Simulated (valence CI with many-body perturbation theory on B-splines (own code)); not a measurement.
Tm XXX: key properties

Level of theory: configuration interaction combined with many-body perturbation theory (CI+MBPT): four valence electrons over a frozen Dirac-Fock core [Kr], radial functions for each j: 7 s, 7 p, 8 d, 6 f, 4 g, 1 h, with the one-electron correlation potential Σ1, the two-electron term Σ2, the three-electron term Σ3, Breit, model QED; selected CI, second order for the rest, scaled by the run's own slope (own B-spline code, finite nucleus).

The last digits are not significant, and no measured levels were compared; by estimate large intervals hold to a few tenths of a per cent, small ones and those within an open d or f shell to about a per cent. Only levels of the ground parity were solved; by the run's estimate the other parity begins above the list, which can be wrong where configurations are misplaced.

Levels are named by their leading jj configuration (3d3/2^4 stands for four electrons in 3d with j = 3/2), which in mixed levels can hold well under half, so a name can repeat and another be missing.

Rates and lifetimes use the calculated energies. Strong lines usually hold to 10 to 20 %, long lifetimes can be off by a factor of two.

Question: What is the ground level?

Answer: (4d3/2^4) J=0, composition 55 % 4d⁴ ³P + 34 % 4d⁴ ⁵D + 10 % 4d⁴ ¹S.

Question: How well does LS coupling describe the low levels?

Answer: Among the lowest 20 levels the leading LS term, summed over configurations, holds 48 % on average. For single configurations the figures are 48 % in LS and 88 % in jj coupling. Terms mix most in the J = 4 level at 107510 cm⁻¹, where the leading one holds 30 %.

Question: What is the ionisation energy?

Answer: 1111.4 eV; NIST lists 1110 ± 4 eV (theoretical).
